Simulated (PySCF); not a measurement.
# Spin-state energies of [Fe(H2O)5]2+

The complex [Fe(H2O)5]2+ (charge +2) contains Fe(II), shell d6. The structure is a PBE0-D3(BJ)/def2-SVP, IEF-PCM water geometry optimised for multiplicity 5; coordination trigonal bipyramidal, point group Cs, metal–donor distances 2.04–2.08 Å.

```
16

Fe    0.000    0.000    0.000
O    -0.969   -1.806    0.000
H    -0.980   -2.383    0.778
H    -0.980   -2.383   -0.778
O    -0.995    1.795    0.000
H    -0.997    2.372    0.778
H    -0.997    2.372   -0.778
O    -0.057    0.012    2.077
H    -0.857    0.011    2.620
H     0.691    0.053    2.687
O    -0.057    0.012   -2.077
H     0.691    0.053   -2.687
H    -0.857    0.011   -2.620
O     2.044   -0.028    0.000
H     2.620   -0.060    0.776
H     2.620   -0.060   -0.776
```

Method (PySCF 2.14, density fitting): CASSCF(6,5) with orbitals averaged over all microstates of the shell, strongly contracted NEVPT2 on the averaged canonical orbitals; basis x2c-TZVPall on the metal, x2c-SVPall elsewhere; spin-free X2C; IEF-PCM water; spin-orbit coupling by state interaction with the mean-field operator over all roots.

The unrestricted Kohn–Sham energies use the same basis, Hamiltonian, solvent and geometry. All energies are vertical, in cm⁻¹ above the lowest state with 2S+1 = 5; a negative value means that the lower spin is more stable. A dash marks a spin without a sound unrestricted solution.

```
method  2S+1 = 3  2S+1 = 1
  BP86      7565         –
 TPSSh      9239         –
 B3LYP      9212         –
  PBE0     11604         –
```

Task: What do CASSCF and NEVPT2 in the d shell give?

Result: 
```csv
method,2S+1 = 3,2S+1 = 1
CASSCF,16408,26164
NEVPT2,13023,22712
```

Task: How does exact exchange act on the 2S+1 = 3 state?

Result: From BP86 (0 % exact exchange) to PBE0 (25 %) it moves by +4040 cm⁻¹ against the high-spin state, though the functionals between don't follow in order.

The functionals differ in more than their exact exchange.

The active space of the d orbitals alone lacks metal–ligand bonding pairs, which usually tilts NEVPT2 towards high spin.
